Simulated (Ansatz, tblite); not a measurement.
Removing an electron: AsSbSbSb tetrahedron (Sb3As). The state is a singlet with charge 0. Geometry: PBE-D4/def2-SVP. Ansatz, gas phase; energy differences of separate SCF runs; the oxidised species was run as a doublet alone.

Cartesian coordinates in Å:
```
As 0.374 -1.047 -1.132
Sb -1.519 0.711 -0.418
Sb -0.105 -0.856 1.498
Sb 1.251 1.192 0.052
```

In the def2 sets Sb takes a core potential; there is no spin–orbit coupling. The xTB rows come from tblite. Correlated methods freeze 21 core orbitals; core or outer-core shells of As, Sb are correlated, in sets that lack core-valence functions. The rows differ in basis, and correlated rows in double-zeta sets carry the largest basis error. In CCSD on the charge 1 doublet the largest single amplitude is 0.19, so its Hartree–Fock determinant may place the open shell otherwise than the density functionals do. HOMO above LUMO, or a gap near zero within one spin, warns that the state may not be the lowest or that an electron is smeared out.

```csv
level,−HOMO (eV),vertical IE (eV),−LUMO (eV),HOMO–LUMO gap (eV)
GFN1-xTB,8.59,12.09,6.05,2.54
HF/def2-SVP,–,7.38,–,–
r2SCAN-D4/def2-TZVP,5.74,8.00,2.12,3.62
MP2/def2-SVP,–,8.16,–,–
CCSD(T)/def2-SVP,–,7.94,–,–
```

Q: Estimate the rows for GFN2-xTB, PBE-D4/def2-TZVP, PBE0-D4/def2-TZVP, CCSD/def2-SVP.

A: 
```csv
level,−HOMO (eV),vertical IE (eV),−LUMO (eV),HOMO–LUMO gap (eV),remarks
GFN2-xTB,8.56,11.18,6.39,2.17,–
PBE-D4/def2-TZVP,5.50,7.89,2.17,3.33,gap within one spin near zero (+1 doublet)
PBE0-D4/def2-TZVP,6.34,8.00,1.58,4.75,–
CCSD/def2-SVP,–,7.92,–,–,–
```

Relaxing the oxidised species (PBE-D4/def2-SVP) changes its energy by -0.26 eV at PBE-D4/def2-TZVP, so the adiabatic ionisation energy to this nearest minimum is 7.63 eV. At PBE0-D4/def2-TZVP it is 7.77 eV.    Raw xTB energy differences between charge states are shifted by several eV; the methods need an empirical correction for them.
